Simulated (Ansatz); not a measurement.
Molecule: C3H11ClOSi2, charge 0, multiplicity 1. 
Geometry from a B3LYP-D3(BJ)/def2-TZVP (Ansatz, a first-principles code) optimisation:
```xyz
18

C     -1.7285     0.1153     1.5329
Si    -1.3062    -0.0949    -0.2729
C     -2.5386    -1.1981    -1.1357
C     -1.1676     1.5636    -1.1224
O      0.1677    -0.8649    -0.3756
Si     1.7642    -0.6637    -0.2549
Cl     2.1991     0.8761     1.0665
H     -2.6979     0.6046     1.6551
H     -1.7743    -0.8509     2.0399
H     -0.9765     0.7250     2.0377
H     -2.2708    -1.3410    -2.1847
H     -3.5412    -0.7651    -1.1010
H     -2.5813    -2.1813    -0.6624
H     -2.1206     2.0976    -1.0971
H     -0.4202     2.1915    -0.6326
H     -0.8782     1.4481    -2.1694
H      2.3819    -1.8879     0.2817
H      2.3500    -0.2788    -1.5522
```

Quantity: atomisation energy (electronic, to ground-state atoms), in eV. Valence correlation only, unless marked. UHF or UKS for open shells. Spin-orbit coupling is left out. Non-relativistic. The coupled-cluster limit lacks core correlation, which all-electron functionals hold. CBS(X,Y): correlation extrapolated as X^-3; Hartree-Fock from the larger set. [CCSD(T)-MP2]/basis is that difference in the basis named.

```csv
level,program,atomisation energy (eV)
HF/aug-cc-pV(Q+d)Z,Ansatz,54.23
PBE-D4/def2-TZVPD,Ansatz + dftd4,71.23
B3LYP/def2-TZVPD,Ansatz,69.89
PBE0-D3(BJ)/def2-TZVP,Ansatz + dftd3,70.70
```

### Question
Predict the RI-MP2/CBS(aug-cc-pV(T+d)Z,aug-cc-pV(Q+d)Z)+[CCSD(T)-MP2]/aug-cc-pV(T+d)Z result (Ansatz).

### Answer
71.11 eV, so PBE0-D3(BJ)/def2-TZVP differs from it by -0.41 eV.
